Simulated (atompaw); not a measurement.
## Pseudopotential generation for bismuth: PAW (atompaw), LDA (PW92), non-relativistic.

| Item | Value |
| --- | --- |
| Element | Bi |
| Generator | atompaw 4.2.0.5 |
| Type | PAW |
| Functional | LDA (PW92) |
| Relativity | non-relativistic |
| Frozen core | [Xe] |
| Valence charge | 29 |
| Reference configuration | 4f14 5d10 6s2 6p3 |
| Partial waves | 6s (bound): rc 1.95 bohr; 6s channel at 3 Ry: rc 2.25 bohr; 6p (bound): rc 2.25 bohr; 6p channel at 0.85 Ry: rc 2.25 bohr; 5d (bound): rc 1.10 bohr; 5d channel at 1.25 Ry: rc 2.25 bohr; 4f (bound): rc 0.50 bohr; 4f channel at -11.75 Ry: rc 0.50 bohr |
| Local potential | troulliermartins scheme with l = 4 at -0.5 Ry, radius 2.05 bohr |
| Core correction | smooth core density matched at 2.10 bohr |
| Augmentation charge | besselshape compensation charge, radius 2.20 bohr; PAW radius 2.25 bohr; waves and projectors: custom rrkj vanderbiltortho |

All-electron outer shells of the reference configuration (LDA (PW92), non-relativistic, ld1.x):

| shell | level (eV) | outermost node (bohr) | outermost maximum (bohr) |
| --- | --- | --- | --- |
| 4f | -173.68 | – | 0.33 |
| 5s | -125.49 | 0.49 | 0.86 |
| 5p | -89.62 | 0.50 | 0.90 |
| 5d | -31.00 | 0.51 | 1.03 |
| 6s | -11.59 | 1.10 | 2.10 |
| 6p | -4.90 | 1.19 | 2.51 |

Calculated quality:

```
Ghost test                                               : ghost state, extra bound levels that the all-electron valence spectrum of the same l lacks: s at -343.5 eV (other channels not judged); a true bound ghost makes a file unfit for plane-wave use (spherical-Bessel basis up to 400 Ry, 20 bohr box)
Lowest eigenvalue of the overlap operator                : 0.09 (s channel)
Overlap eigenvalues printed by atompaw (projector basis) : 0.00791, 0.499, 0.548, 1.65, 161, 688, 1.33e+03, 3.91e+04
Share of each valence orbital outside the PAW sphere     : 6s 55 %, 6p 76 %, 5d 3 %, 4f 0 %
```

Generation and tests took about 2.1 s on one core of a shared server CPU.
